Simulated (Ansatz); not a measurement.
The cluster Li₁₁. Charge 0, multiplicity 2. Geometry PBE0/def2-SVP.

Cartesian coordinates in Å:
```
Li -0.971 1.928 -1.618
Li 2.717 0.533 2.140
Li -3.047 -0.593 -2.388
Li -1.268 -2.372 -0.166
Li 2.264 1.398 -0.852
Li 2.040 -1.896 0.265
Li -2.350 0.308 0.425
Li 0.256 2.390 1.495
Li 0.021 -1.011 2.646
Li 0.370 0.079 0.315
Li -0.031 -0.762 -2.262
```

At HF/def2-TZVP, PBE/def2-SVP, PBE/def2-TZVP, r2SCAN/def2-TZVPD and others the charge 0 doublet is spin-contaminated (final ⟨S²⟩ up to 2.08, 0.75 for a pure state). The geometry of the doublet was relaxed on an unsound state (⟨S²⟩ 1.07, where a pure state has 0.75). At r2SCAN0/def2-TZVP a quartet of charge 0 lies 0.05 eV below the doublet, each at its own geometry. The structure comes from a short search, and lower isomers may exist.

Q: Estimate the α-spin orbital energies around the gap (eV) in Ansatz with HF/def2-TZVP, PBE/def2-SVP, PBE/def2-TZVP, r2SCAN/def2-TZVPD, r2SCAN0/def2-TZVP.

A: 
```json
{"orbital": "HOMO−9", "HF/def2-TZVP": "-66.24", "PBE/def2-SVP": "-50.01", "PBE/def2-TZVP": "-50.24", "r2SCAN/def2-TZVPD": "-51.84", "r2SCAN0/def2-TZVP": "-55.52"}
{"orbital": "HOMO−8", "HF/def2-TZVP": "-66.16", "PBE/def2-SVP": "-50.00", "PBE/def2-TZVP": "-50.21", "r2SCAN/def2-TZVPD": "-51.76", "r2SCAN0/def2-TZVP": "-55.45"}
{"orbital": "HOMO−7", "HF/def2-TZVP": "-66.04", "PBE/def2-SVP": "-49.90", "PBE/def2-TZVP": "-50.15", "r2SCAN/def2-TZVPD": "-51.72", "r2SCAN0/def2-TZVP": "-55.40"}
{"orbital": "HOMO−6", "HF/def2-TZVP": "-64.97", "PBE/def2-SVP": "-48.72", "PBE/def2-TZVP": "-48.80", "r2SCAN/def2-TZVPD": "-50.32", "r2SCAN0/def2-TZVP": "-54.01"}
{"orbital": "HOMO−5", "HF/def2-TZVP": "-8.15", "PBE/def2-SVP": "-4.96", "PBE/def2-TZVP": "-5.06", "r2SCAN/def2-TZVPD": "-5.25", "r2SCAN0/def2-TZVP": "-6.11"}
{"orbital": "HOMO−4", "HF/def2-TZVP": "-6.56", "PBE/def2-SVP": "-4.06", "PBE/def2-TZVP": "-4.13", "r2SCAN/def2-TZVPD": "-4.27", "r2SCAN0/def2-TZVP": "-4.96"}
{"orbital": "HOMO−3", "HF/def2-TZVP": "-5.43", "PBE/def2-SVP": "-3.66", "PBE/def2-TZVP": "-3.73", "r2SCAN/def2-TZVPD": "-3.81", "r2SCAN0/def2-TZVP": "-4.36"}
{"orbital": "HOMO−2", "HF/def2-TZVP": "-4.95", "PBE/def2-SVP": "-3.40", "PBE/def2-TZVP": "-3.47", "r2SCAN/def2-TZVPD": "-3.47", "r2SCAN0/def2-TZVP": "-3.95"}
{"orbital": "HOMO−1", "HF/def2-TZVP": "-4.38", "PBE/def2-SVP": "-2.79", "PBE/def2-TZVP": "-2.83", "r2SCAN/def2-TZVPD": "-2.93", "r2SCAN0/def2-TZVP": "-3.37"}
{"orbital": "HOMO", "HF/def2-TZVP": "-4.00", "PBE/def2-SVP": "-2.50", "PBE/def2-TZVP": "-2.55", "r2SCAN/def2-TZVPD": "-2.66", "r2SCAN0/def2-TZVP": "-3.06"}
{"orbital": "LUMO", "HF/def2-TZVP": "0.24", "PBE/def2-SVP": "-2.14", "PBE/def2-TZVP": "-2.20", "r2SCAN/def2-TZVPD": "-1.98", "r2SCAN0/def2-TZVP": "-1.57"}
{"orbital": "LUMO+1", "HF/def2-TZVP": "0.37", "PBE/def2-SVP": "-2.02", "PBE/def2-TZVP": "-2.05", "r2SCAN/def2-TZVPD": "-1.89", "r2SCAN0/def2-TZVP": "-1.47"}
{"orbital": "LUMO+2", "HF/def2-TZVP": "0.45", "PBE/def2-SVP": "-1.93", "PBE/def2-TZVP": "-2.00", "r2SCAN/def2-TZVPD": "-1.86", "r2SCAN0/def2-TZVP": "-1.46"}
{"orbital": "LUMO+3", "HF/def2-TZVP": "0.58", "PBE/def2-SVP": "-1.77", "PBE/def2-TZVP": "-1.80", "r2SCAN/def2-TZVPD": "-1.67", "r2SCAN0/def2-TZVP": "-1.27"}
{"orbital": "LUMO+4", "HF/def2-TZVP": "0.80", "PBE/def2-SVP": "-1.57", "PBE/def2-TZVP": "-1.55", "r2SCAN/def2-TZVPD": "-1.53", "r2SCAN0/def2-TZVP": "-1.09"}
{"orbital": "LUMO+5", "HF/def2-TZVP": "0.83", "PBE/def2-SVP": "-1.45", "PBE/def2-TZVP": "-1.54", "r2SCAN/def2-TZVPD": "-1.48", "r2SCAN0/def2-TZVP": "-1.06"}
{"orbital": "β HOMO", "HF/def2-TZVP": "-4.32", "PBE/def2-SVP": "-2.68", "PBE/def2-TZVP": "-2.73", "r2SCAN/def2-TZVPD": "-2.81", "r2SCAN0/def2-TZVP": "-3.26"}
{"orbital": "β LUMO", "HF/def2-TZVP": "0.25", "PBE/def2-SVP": "-2.04", "PBE/def2-TZVP": "-2.09", "r2SCAN/def2-TZVPD": "-1.93", "r2SCAN0/def2-TZVP": "-1.54"}
```
